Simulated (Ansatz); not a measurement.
Geometry optimisation, Ansatz 0.2.0, UKS PBE/def2-SVP.

The input (input.yaml):

```yaml
crystal:
  periodic: [false, false, false]
  atoms:
    - { symbol: W, position_ang: [-0.000147, 0.183284, -0.438999] }
    - { symbol: F, position_ang: [0.002124, -0.326365, 2.566308] }
    - { symbol: H, position_ang: [1.477512, -0.583747, -0.115459] }
    - { symbol: H, position_ang: [-0.000426, 1.636525, 0.488022] }
    - { symbol: H, position_ang: [-1.478553, -0.582679, -0.116459] }
    - { symbol: H, position_ang: [-0.001254, -1.347159, 0.266914] }
    - { symbol: H, position_ang: [0.000864, 0.357083, -2.152002] }
    - { symbol: F, position_ang: [-0.000119, 0.663058, 3.421675] }
magnetization:
  spin_polarized: true
  initial_magnetization: 1
basis:
  gaussian: { orbitals: def2-SVP }
hamiltonian:
  xc: pbe
relax:
  f_tol: 0.03
  max_steps: 50
```

Launched with:

```bash
$ ansatz run input.yaml --threads 2 --pin off --max-ram 3072MiB --backend cpu --events-out ev --progress --plain --runs-dir out
```

Problem. Where does it end, and by what steps?

Solution. The run converged. After 30 steps the energy has fallen by 7.695 eV; F8 moved furthest, 2.43 Å. Parted: W1–H4 (1.72 → 2.62 Å), F2–F8 (1.31 → 2.45 Å). Joined: W1–F2 (3.05 → 1.90 Å), W1–F8 (3.89 → 2.46 Å), H4–F8 (3.09 → 0.95 Å).

| step | energy less start (eV) | largest force component (eV/Å) | accepted |
| --- | --- | --- | --- |
| 0 | 0.0000 | 3.799 | yes |
| 2 | -0.4694 | 1.764 | yes |
| 4 | -1.3413 | 1.994 | yes |
| 6 | -2.3189 | 0.699 | yes |
| 8 | -2.7952 | 0.379 | yes |
| 10 | -2.8315 | 0.299 | yes |
| 12 | -2.8925 | 0.324 | yes |
| 14 | -3.6061 | 1.639 | yes |
| 16 | -4.7833 | 1.340 | yes |
| 18 | -5.7179 | 1.738 | yes |
| 20 | -6.4169 | 2.560 | yes |
| 22 | -7.0218 | 1.606 | yes |
| 24 | -7.5407 | 0.357 | yes |
| 26 | -7.6537 | 0.554 | yes |
| 28 | -7.6887 | 0.230 | yes |
| 30 | -7.6948 | 0.015 | yes |

```xyz
8
Properties=species:S:1:pos:R:3
W 0.086 -0.324 0.263
F 1.083 0.167 1.799
H 0.999 -1.056 -0.956
H -0.072 1.629 2.010
H -1.513 -0.857 0.526
H -0.009 -1.991 -0.002
H 0.190 0.720 -1.082
F -0.763 1.712 1.361
```

Whether the end is a true minimum wasn't checked by a vibrational analysis.

The run took 87 s on 2 threads of Arm Neoverse V2, on a shared host, peak memory 0.18 GiB.
